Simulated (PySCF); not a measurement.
Species: C₄H₃BF₂O.
InChI=1S/C4H3BF2O/c1-2-4(3-8)5(6)7/h3H,1H2

Torsions of this conformer, `[CH2:1]=[C:2]=[C:3]([CH:4]=[O:5])[B:6]([F:7])[F:8]`: C2–C3–C4–O5 -1°, C2–C3–B6–F7 5°.

The closed-shell ground state was solved at several levels (PySCF, density fitting, gas phase, non-relativistic). Geometry: PBE0-D3(BJ)/def2-SVP, one conformer, isolated molecule.

```json
{"level": "PBE0/pcSseg-2", "basis functions": "330", "total energy (Eh)": "-453.7446", "HOMO (eV)": "-7.71", "LUMO (eV)": "-2.44", "gap (eV)": "5.27", "dipole (D)": "2.11"}
{"level": "PBE0/def2-TZVP", "basis functions": "266", "total energy (Eh)": "-453.7471", "HOMO (eV)": "-7.67", "LUMO (eV)": "-2.40", "gap (eV)": "5.27", "dipole (D)": "2.06"}
{"level": "PBE0/cc-pVTZ", "basis functions": "282", "total energy (Eh)": "-453.7273", "HOMO (eV)": "-7.62", "LUMO (eV)": "-2.34", "gap (eV)": "5.28", "dipole (D)": "2.04"}
{"level": "PBE0/6-31+G*", "basis functions": "150", "total energy (Eh)": "-453.5751", "HOMO (eV)": "-7.71", "LUMO (eV)": "-2.42", "gap (eV)": "5.29", "dipole (D)": "2.14"}
{"level": "PBE0/def2-SVP", "basis functions": "127", "total energy (Eh)": "-453.2232", "HOMO (eV)": "-7.53", "LUMO (eV)": "-2.25", "gap (eV)": "5.28", "dipole (D)": "2.01"}
```

(1) Estimate the row for PBE0/6-311+G(2d,p), a basis of 234 functions; the other rows only guide the guess.

(2) How much does the basis alone move the frontier levels among the 6 PBE0 rows (the withheld one included)?

(3) How far do the dipole and the HOMO energy spread over the levels?

## Answers

(1) Total energy -453.7036 Eh, HOMO -7.72 eV, LUMO -2.46 eV, gap 5.26 eV, dipole 2.10 D.

(2) The HOMO by 0.19 eV and the LUMO by 0.21 eV. By rising basis size (HOMO, LUMO in eV): def2-SVP -7.53, -2.25; 6-31+G* -7.71, -2.42; 6-311+G(2d,p) -7.72, -2.46; def2-TZVP -7.67, -2.40; cc-pVTZ -7.62, -2.34; pcSseg-2 -7.71, -2.44.

(3) The dipole runs from 2.01 to 2.14 D (mean 2.08 D) and the HOMO from -7.72 to -7.53 eV.
